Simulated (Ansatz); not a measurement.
System: sum formula H3SiO, charge -1, multiplicity 1. It need not be the lowest isomer of its formula. Whether it binds its extra electron was not tested at this geometry. 
Structure (B3LYP-D3(BJ)/def2-TZVP (Ansatz, a quantum-chemistry and plane-wave program) minimum search):
```xyz
5

Si    -0.3912    -0.0039    -0.1429
O      1.0780     0.0108     0.3939
H     -0.7741    -1.1285    -1.1052
H     -1.5129    -0.1205     0.8893
H     -0.8602     1.2174    -0.9340
```
Charge -1, spin multiplicity 1.

Basis-set convergence of Hartree-Fock and MP2 correlation energies (hartree) with Ansatz. Valence correlation only, unless marked. No spin-orbit coupling. No relativistic terms.

| basis | functions | E(HF) | E(corr, MP2) |
|---|---|---|---|
| def2-SVPD | 71 | -365.41767 | -0.32832 |
| def2-TZVPPD | 139 | -365.61684 | -0.39585 |
| def2-QZVPPD | 241 | -365.62961 | -0.42430 |

Extrapolating the two largest sets (X = 3 and 4) as X^-3: E(corr) = (64·(-0.42430) - 27·(-0.39585))/37 = -0.4451 Eh, an estimate of the basis-set limit. The largest set recovers 95.3 % of it, the smallest 73.8 %.
